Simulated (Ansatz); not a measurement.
Consider the ligand exchange at a B–C bond: `BN=CBCF` + HCl → `FCBCl` + `BN=C`.

Computed with Ansatz on PBE0-D4/def2-TZVP structures; ΔE is electronic, products minus reactants. CCSD(T)/CBS adds triple-zeta CCSD(T) − MP2 to the extrapolated MP2 energy (def2 sets, frozen cores). This one scheme is used for every species. Functionals use def2-TZVPP. B3LYP here is the variant with VWN-RPA as its local correlation; programs differ in this. One conformer a species, not always the lowest.

Is it downhill or uphill in electronic energy at CCSD(T)/CBS, and by how much? (Estimate.)

Computed: Downhill: ΔE = -83.3 kJ/mol.

What do these levels give: r2SCAN-D4, B3LYP-D4, ωB97X-V, B2PLYP, PBE, HF/def2-TZVPP, SCS-MP2/def2-TZVPP, CCSD(T)/def2-TZVPP, MP2/def2-QZVPP, HF/CBS(def2), MP2/CBS(def2), CCSD/CBS(def2)? (Estimate.)

Computed: r2SCAN-D4 -83.5, B3LYP-D4 -81.8, ωB97X-V -85.9, B2PLYP -85.6, PBE -81.5, HF/def2-TZVPP -92.1, SCS-MP2/def2-TZVPP -87.6, CCSD(T)/def2-TZVPP -83.9, MP2/def2-QZVPP -87.9, HF/CBS(def2) -91.7, MP2/CBS(def2) -87.8, CCSD/CBS(def2) -84.0 kJ/mol.

Largest T1 diagnostic among the species: 0.016.

From PBE to PBE0 (25 % exact exchange), in def2-TZVPP and without D4, ΔE moves by −3.4 kJ/mol. In def2-TZVPP, CCSD(T) changes the Hartree–Fock value by +8.3 kJ/mol (the triples alone add +0.7 kJ/mol) and MP2 by +3.8 kJ/mol.
